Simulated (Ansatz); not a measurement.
Cost and result for the atomization energy of `[F][Ge]([Br])([Br])[Br]` (5 atoms, 4 bonds).

Charge 0, multiplicity 1. Correlated methods include outer-core shells of Br, Ge, which these sets cover unevenly. Scalar relativity is left out up to krypton. The geometry is a stationary point of PBE0-D4/def2-TZVP. Program: Ansatz. All runs use 4 threads of an Arm Neoverse V2 on a shared host. Times are those of one run each, without the atoms' runs, and a repeat can differ threefold. Electronic energies, without spin–orbit coupling; frozen cores. CCSD(T)/CBS adds CCSD(T) − MP2 in def2-TZVPP to the MP2 limit, and its time is that of the two runs behind it. T1 = 0.009. With those shells the extrapolation isn't a true limit. B3LYP takes the VWN-RPA correlation (the form of Gaussian; ORCA's B3LYP/G).

CCSD(T)/CBS is a level of theory with its own doubt, some kJ/mol a heavy atom from the limit and from the frozen cores, so smaller differences don't rank the functionals.

```json
{"level": "LDA (SPW92)/def2-TZVPP", "functions": "223", "wall time": "1.4 s"}
{"level": "revPBE-D4/def2-TZVPP", "functions": "223", "wall time": "2.2 s"}
{"level": "PBE-D4/def2-TZVPP (with forces)", "functions": "223", "wall time": "2.8 s"}
{"level": "r2SCAN-D4/def2-TZVPP (with forces)", "functions": "223", "wall time": "6 s"}
{"level": "RPA@PBE/def2-TZVPP", "functions": "223", "wall time": "6 s"}
{"level": "CAM-B3LYP-D4/def2-TZVPP", "functions": "223", "wall time": "6.5 s"}
{"level": "B3LYP-D4/def2-TZVPP (with forces)", "functions": "223", "wall time": "8 s"}
{"level": "B2PLYP/def2-TZVPP", "functions": "223", "wall time": "8.5 s"}
{"level": "ωB97M-V/def2-TZVPP (with forces)", "functions": "223", "wall time": "19 s"}
{"level": "CCSD(T)/def2-SVP", "functions": "142", "wall time": "29 s"}
{"level": "MP2/def2-QZVPP", "functions": "413", "wall time": "29 s"}
{"level": "CCSD(T)/def2-TZVPP", "functions": "223", "wall time": "5.9 min"}
{"level": "CCSD(T)/CBS(def2)", "functions": "–", "wall time": "6.4 min"}
```

(1) What atomization energy does each give, and how far from CCSD(T)/CBS? (An estimate is asked.)

Results:

(1) Computed: 
```tsv
level	atomization (kJ/mol)	difference from CCSD(T)/CBS	per bond
LDA (SPW92)/def2-TZVPP	1663.1	253.1	63.3
revPBE-D4/def2-TZVPP	1371.7	-38.3	-9.6
PBE-D4/def2-TZVPP (with forces)	1431.2	21.2	5.3
r2SCAN-D4/def2-TZVPP (with forces)	1417.7	7.7	1.9
RPA@PBE/def2-TZVPP	1205.1	-204.9	-51.2
CAM-B3LYP-D4/def2-TZVPP	1350.9	-59.1	-14.8
B3LYP-D4/def2-TZVPP (with forces)	1347.3	-62.7	-15.7
B2PLYP/def2-TZVPP	1350.2	-59.8	-15.0
ωB97M-V/def2-TZVPP (with forces)	1362.5	-47.5	-11.9
CCSD(T)/def2-SVP	1254.6	-155.4	-38.8
MP2/def2-QZVPP	1474.2	64.2	16.0
CCSD(T)/def2-TZVPP	1356.9	-53.1	-13.3
CCSD(T)/CBS(def2)	1410.0	0.0	0.0
```

From BLYP to BHLYP (50 % exact exchange), in def2-TZVPP and without D4, the atomization energy moves by −45.5 kJ/mol: exact exchange takes away binding that semilocal exchange gives to molecules. At CCSD(T), def2-SVP lies −155.4 kJ/mol from the extrapolated value and def2-TZVPP −53.1 kJ/mol: correlation converges slowly with the basis, and small sets miss more of it in the bonded molecule than in its fragments. The D4 term adds +38.6 kJ/mol with B3LYP and +20.1 kJ/mol with PBE0; it sums over pairs of atoms, weighted by their polarisabilities, and B3LYP, whose exchange is more repulsive, gets the larger term.

For some Ge, Se and Sn compounds the MP2-based and the directly extrapolated limit differ by 10 to 25 kJ/mol.
